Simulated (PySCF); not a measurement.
## Os (osmium, neutral): UHF calculation

Configuration: [Xe] 4f14 5d8, high-spin 3F determinant (an excited configuration). All numbers are calculated (PySCF 2.14, scalar relativity through the core potential, in aug-cc-pwCVTZ-PP with ECP60MDF).

```json
{
 "Total energy": "-89.921971 hartree",
 "One-electron energy": "-157.4916 hartree",
 "Hartree (Coulomb) energy": "76.4523 hartree",
 "Exchange energy": "-8.8828 hartree",
 "⟨S²⟩": "2.0091",
 "⟨L²⟩": "12.055",
 "Sum of ⟨r⟩": "25.08 bohr",
 "Sum of ⟨r²⟩": "50.00 bohr²",
 "Time after the integrals": "about 5 core-seconds"
}
```

```json
{"shell": "5s α", "electrons": "1", "mean orbital energy (hartree)": "-3.79957", "spread (hartree)": "0", "rms radius, mean of both spins (bohr)": "1.10"}
{"shell": "5s β", "electrons": "1", "mean orbital energy (hartree)": "-3.71270", "spread (hartree)": "0", "rms radius, mean of both spins (bohr)": "1.10"}
{"shell": "5p α", "electrons": "3", "mean orbital energy (hartree)": "-2.17955", "spread (hartree)": "0", "rms radius, mean of both spins (bohr)": "1.28"}
{"shell": "5p β", "electrons": "3", "mean orbital energy (hartree)": "-2.05149", "spread (hartree)": "0", "rms radius, mean of both spins (bohr)": "1.28"}
{"shell": "5d α", "electrons": "5", "mean orbital energy (hartree)": "-0.29012", "spread (hartree)": "0.03477", "rms radius, mean of both spins (bohr)": "2.17"}
{"shell": "5d β", "electrons": "3", "mean orbital energy (hartree)": "-0.23212", "spread (hartree)": "0", "rms radius, mean of both spins (bohr)": "2.17"}
```

Energies and moments cover only the electrons outside the core potential. Spin-orbit coupling, absent here, splits the open shell strongly.
